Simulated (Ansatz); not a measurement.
`C[NH][AlH2]` and `C[AsH][AlH2]` differ in one element.

Ansatz, PBE0-D4/def2-TZVP geometries, multiplicity 1. 

Scalar relativity is left out up to krypton.

```csv
property,`C[NH][AlH2]`
HOMO energy (ωB97M-V/def2-TZVPP) / eV,-9.21
HOMO energy (PBE0/def2-TZVPP) / eV,-6.88
HOMO–LUMO gap (ωB97M-V/def2-TZVPP) / eV,10.13
HOMO energy (PBE/def2-TZVPP) / eV,-5.63
LUMO energy (B3LYP/def2-TZVPP) / eV,-0.88
HOMO–LUMO gap (PBE0/def2-TZVPP) / eV,6.21
```

(1) What does the change do to each property? (Best estimate.)

## Answers

(1) Ansatz gave: 
```csv
property,`C[AsH][AlH2]`,shift
HOMO energy (ωB97M-V/def2-TZVPP) / eV,-8.65,0.56
HOMO energy (PBE0/def2-TZVPP) / eV,-6.64,0.24
HOMO–LUMO gap (ωB97M-V/def2-TZVPP) / eV,8.58,-1.55
HOMO energy (PBE/def2-TZVPP) / eV,-5.64,-0.01
LUMO energy (B3LYP/def2-TZVPP) / eV,-1.86,-0.98
HOMO–LUMO gap (PBE0/def2-TZVPP) / eV,4.96,-1.25
```

With PBE0 the HOMO rises by 0.24 eV and the LUMO falls by 1.01 eV, so the gap narrows by about 1.25 eV. PBE moves the HOMO by -0.01 eV and ωB97M-V by 0.56 eV.

B3LYP here is the variant with VWN-RPA as its local correlation; programs differ in this.
